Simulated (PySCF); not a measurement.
Compound: C₂H₅BClP.
Numbering: `[CH2:1]=[CH:2][B:3]([PH2:4])[Cl:5]` (hydrogens: H6, H7 on C1; H8 on C2; H9, H10 on P4)

Cartesian coordinates in Å at the GFN2-xTB level; atoms count from 1:
```
atom  x, y, z in Å
C1    -1.4884    0.6440    0.4738
C2    -0.4175    1.0060   -0.2314
B3     0.9087    0.2034   -0.2510
P4     1.0625   -1.5360    0.5030
Cl5    2.3392    0.9666   -0.8096
H6    -1.4850   -0.2614    1.0635
H7    -2.3928    1.2304    0.5070
H8    -0.4737    1.9319   -0.7939
H9    -0.0311   -2.1224   -0.1033
H10    1.9870   -2.0579   -0.3805
```

The closed-shell SCF was solved with PySCF and density fitting under several settings on one GFN2-xTB geometry (grid level 2 and gas phase unless stated).

```tsv
settings	basis functions	SCF cycles	E (Eh)	HOMO (eV)	LUMO (eV)	dipole (D)
PBE0/pcSseg-1	124	14	-905.1776	-7.37	-2.09	1.77
PBE0/def2-SVPD	151	14	-904.9145	-7.34	-2.11	1.65
```

Q: Estimate the row for these settings: PBE0/6-311G**.

A: 
```tsv
settings	basis functions	SCF cycles	E (Eh)	HOMO (eV)	LUMO (eV)	dipole (D)
PBE0/6-311G**	136	14	-905.2658	-7.35	-2.07	1.83
```

Q: Over all rows, what range does the HOMO–LUMO gap span?

A: From 5.23 eV to 5.28 eV.

Q: Compare two rows with the functional PBE0: PBE0/pcSseg-1 and PBE0/6-311G**. Which energy is lower, and by how much?

A: PBE0/6-311G** (136 functions) lies 0.0882 Eh or 55 kcal/mol below PBE0/pcSseg-1 (124 functions).

Cycle counts include a coarse-grid stage where the run had one. All basis functions are spherical, in the Pople sets too.

One conformer stands for the species.
